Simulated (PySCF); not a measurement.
H2Te, optimised at PBE/def2-SVP:

```xyz
3

Te     0.0551     0.1159     0.1892
H      0.5288     0.1288    -1.4228
H     -0.8528    -1.2682    -0.0989
```

Computed with PySCF (xtb for GFN2) and rigid-rotor harmonic-oscillator thermochemistry at 1 bar. All species are closed-shell singlets. Te: scalar-relativistic def2 core potential, no spin-orbit coupling.

Question: List the harmonic frequencies (cm⁻¹, unscaled) at this level and at the other levels, each on its own geometry.

Answer: 
- PBE/def2-SVP: 862, 2067, 2078
- GFN2-xTB: 915, 1966, 1972
- PBE0/def2-TZVP: 891, 2165, 2172
